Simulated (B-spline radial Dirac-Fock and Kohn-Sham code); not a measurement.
**Compton profile of Sm⁵²⁺**

System: the Sm⁵²⁺ ion in the configuration 1s2 2s2 2p6.

Input of the calculation (task.json; shells as n, l, electrons):

```json
{"items": [{
  "Z": 62,
  "q": 52,
  "cfg": [[1, 0, 2], [2, 0, 2], [2, 1, 6]],
  "A": 152,
  "rrms": 5.0819,
  "do": ["scatter"],
  "s": [0.0, 0.05, 0.1, 0.15, 0.2, 0.25, 0.3, 0.35, 0.4, 0.45, 0.5, 0.6, 0.7, 0.8, 0.9, 1.0, 1.1, 1.2, 1.4, 1.6, 1.8, 2.0, 2.5, 3.0, 3.5, 4.0, 5.0, 6.0],
  "pz": [0, 0.1, 0.2, 0.3, 0.4, 0.5, 0.6, 0.8, 1.0, 1.2, 1.4, 1.6, 1.8, 2.0, 2.5, 3.0, 4.0, 5.0, 7.0, 10.0, 15.0, 20.0, 30.0, 40.0, 60.0, 100.0],
  "hv_scatter": [1000, 2000, 17479.3, 30000, 50000, 200000, 500000, 1000000]
}]}
```

Launch: `python xray_run.py task.json out`

These are calculated numbers from an atomic code on a B-spline grid; the model is the impulse approximation on Dirac-Fock orbitals of the configuration average with a finite nucleus. pz is in atomic units of momentum; subshell profiles are per electron, for a selection of subshells; open shells are spread over both j values by their weights.

```
 pz   J total   J 1s1/2   J 2s1/2   J 2p1/2   J 2p3/2
  7    0.2174    0.0122    0.0300    0.0213    0.0226
 10    0.1891    0.0118    0.0205    0.0201    0.0211
 15    0.1375    0.0108   0.00854    0.0163    0.0165
 20   0.09349   0.00965   0.00303    0.0116    0.0112
 30   0.04194   0.00713   0.00115   0.00463   0.00403
 40   0.02061   0.00492   0.00108   0.00168   0.00131
 60  0.006519   0.00215  0.000520  0.000258  0.000164
100  0.001113  0.000440  8.69e-05  1.58e-05  6.89e-06
```

Q: What is the peak value J(0), and which subshell contributes most to it?

A: J(0) = 0.2495. The 2p3/2 subshell gives the largest part, 37 %.

Mean momentum ⟨p⟩ by subshell (a.u.): 1s1/2 60.1, 2s1/2 21.9, 2p1/2 29.0, 2p3/2 26.8.
